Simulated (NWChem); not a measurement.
The numbers come from NWChem runs, not from measurements. System: HF3Si, charge 1, spin multiplicity 2, at the geometry of a parent with another charge or spin, in a state set for the comparison that need not be this species' ground state. Its SCF solution wasn't tested for a lower state. Level: ROCCSD(T)/cc-pVDZ, 8 core orbitals frozen.

Output (cleaned and shortened):

```
             Northwest Computational Chemistry Package (NWChem) 7.3.0
             --------------------------------------------------------

                                NWChem Input Module
                                -------------------

 Scaling coordinates for geometry "geometry" by  1.889725989
 (inverse scale =  0.529177249)

 Turning off AUTOSYM since
 SYMMETRY directive was detected!

                             Geometry "geometry" -> ""
                             -------------------------

 Output coordinates in angstroms (scale by  1.889725989 to convert to a.u.)

  No.       Tag          Charge          X              Y              Z
 ---- ---------------- ---------- -------------- -------------- --------------
    1 Si                  14.0000     0.02592300     0.33280200     0.00000000
    2 F                    9.0000    -0.77100900    -0.18089900     1.30705200
    3 F                    9.0000    -0.77100900    -0.18089900    -1.30705200
    4 F                    9.0000     1.48604500    -0.35672700     0.00000000
    5 H                    1.0000     0.14082800     1.80750600     0.00000000

 Effective nuclear repulsion energy (a.u.)     183.6831001445

            Nuclear Dipole moment (a.u.)
            ----------------------------
        X                 Y               Z
 ---------------- ---------------- ----------------
    -0.0000132281     0.0000170075     0.0000000000

      Symmetry information
      --------------------

 Group name             Cs
 Group number              2
 Group order               2
 No. of unique centers     4

      Symmetry unique atoms

     1    2    4    5


 Summary of "ao basis" -> "" (spherical)
 ------------------------------------------------------------------------------
       Tag                 Description            Shells   Functions and Types
 ---------------- ------------------------------  ------  ---------------------
 *                          cc-pvdz                   on all atoms

 Summary of "ao basis" -> "ao basis" (spherical)
 ------------------------------------------------------------------------------
       Tag                 Description            Shells   Functions and Types
 ---------------- ------------------------------  ------  ---------------------
 Si                         cc-pvdz                  8       18   4s3p1d
 F                          cc-pvdz                  6       14   3s2p1d
 H                          cc-pvdz                  3        5   2s1p
[...]
 no EOMCCSD initial starts read in
 TCE RESTART OPTIONS
 SLICE:      F
 D4D5:       F
 quantumc:   F
 qrotation:  F
 pwtce:      F
 qducc:      F
 nacto:                         0
 nrotv:                         0
 nrot:                          0

            Memory Information
            ------------------
          Available GA space size is     249028350 doubles
          Available MA space size is     104852916 doubles

 Maximum block size supplied by input
 Maximum block size        24 doubles

 tile_dim =     17

 -------------------------------------------------
   1    alpha     a'     7 doubles       0       1
   2    alpha     a'     1 doubles       7       2
   3    alpha     a"     5 doubles       8       3
   4    beta      a'     7 doubles      13       4
   5    beta      a"     5 doubles      20       5
   6    alpha     a'    13 doubles      25       6
   7    alpha     a'    14 doubles      38       7
   8    alpha     a"    17 doubles      52       8
   9    beta      a'     1 doubles      69       9
  10    beta      a'    13 doubles      70      10
  11    beta      a'    14 doubles      83      11
  12    beta      a"    17 doubles      97      12

 Global array virtual files algorithm will be used

 Parallel file system coherency ......... OK

 4-electron integrals stored in orbital form

 v2    file size   =          1210672
 4-index algorithm nr.  13 is used
 imaxsize =       30
 imaxsize ichop =        0


CCSD iterations
 ---------------------------------------------------------
 Iter          Residuum       Correlation     Cpu    Wall
 ---------------------------------------------------------
    1   0.2344852195014  -0.6637455429530     0.3     0.3
    2   0.0920279029082  -0.6576260959501     0.3     0.3
    3   0.1414138512286  -0.6618661273417     0.3     0.3
    4   0.1852825020766  -0.6732362505334     0.3     0.3
    5   0.2963609157206  -0.6594305845461     0.3     0.3
    6   0.0081729705574  -0.6693379264602     0.3     0.3
    7   0.0120579148505  -0.6688273739927     0.3     0.3
    8   0.0068470738892  -0.6697998560741     0.3     0.3
    9   0.0149172118398  -0.6690489108753     0.3     0.3
   10   0.0162022720841  -0.6704057076364     0.4     0.4
   11   0.0006345252957  -0.6700285745585     0.4     0.4
   12   0.0006108937636  -0.6700312283166     0.4     0.4
   13   0.0004264310763  -0.6700301485019     0.4     0.4
   14   0.0007943564746  -0.6700245193167     0.4     0.4
   15   0.0009923811519  -0.6700398980510     0.4     0.4
   16   0.0000512241189  -0.6700298409530     0.3     0.3
   17   0.0000799644875  -0.6700263796353     0.3     0.3
   18   0.0000699601120  -0.6700319840538     0.3     0.3
   19   0.0001449177207  -0.6700268239693     0.3     0.3
   20   0.0002226177411  -0.6700359038579     0.3     0.3
   21   0.0000100342220  -0.6700314501522     0.3     0.3
   22   0.0000224761869  -0.6700313261629     0.3     0.3
   23   0.0001322757312  -0.6700322869266     0.3     0.3
   24   0.0009479893043  -0.6700314397310     0.3     0.3
   25   0.0068204198749  -0.6700329212688     0.4     0.4
   26   0.0000026836372  -0.6700321791279     0.4     0.4
   27   0.0000049430550  -0.6700320589338     0.4     0.4
   28   0.0000066420353  -0.6700323275818     0.5     0.5
   29   0.0000343229960  -0.6700320554693     0.5     0.5
   30   0.0002160435541  -0.6700325645915     0.4     0.4
   31   0.0000008166102  -0.6700322637959     0.5     0.5
 -----------------------------------------------------------------
 Iterations converged
 CCSD correlation energy / hartree =        -0.670032263795877
 CCSD total energy / hartree       =      -588.154543461017170

 Singles contributions
    21a'  (beta ) ---    15a'  (beta )        0.2303468010

 Doubles contributions
 CCSD(T)
 Using plain CCSD(T) code
             total no. of tasks          373
 total no. of tasks / no. procs          373
                         wl_min          175           2.4
                         wl_max      1387778          10.6
        thresh for no. of tasks          373

 CCSD[T]  correction energy / hartree =        -0.021525911088171
 CCSD[T] correlation energy / hartree =        -0.691558174884049
 CCSD[T] total energy / hartree       =      -588.176069372105303
 CCSD(T)  correction energy / hartree =        -0.016065211692013
 CCSD(T) correlation energy / hartree =        -0.686097475487890
 CCSD(T) total energy / hartree       =      -588.170608672709136

 Task  times  cpu:       25.9s     wall:       25.9s

 Total times  cpu:       25.9s     wall:       25.9s
```

Task: Write an NWChem input that would produce this output.

Result: One answer among several that fit: 
```
start mol
memory heap 100 mb stack 700 mb global 1900 mb
charge 1
geometry units angstroms nocenter noautoz
  Si     0.025923     0.332802     0.000000
  F     -0.771009    -0.180899     1.307052
  F     -0.771009    -0.180899    -1.307052
  F      1.486045    -0.356727     0.000000
  H      0.140828     1.807506     0.000000
  symmetry group Cs
end
basis spherical
  * library cc-pvdz
end
scf
  rohf
  nopen 1
  maxiter 100
  thresh 1e-7
  semidirect memsize 60000000 filesize 0
  # guess.movecs holds the orbitals of an unrestricted PBE0 run
  vectors input guess.movecs swap 18 21 output mol.movecs
end
tce
  freeze core 8
  ccsd(t)
  2eorb
  2emet 13
  thresh 1e-6
  maxiter 100
  tilesize 24
end
task tce energy
```
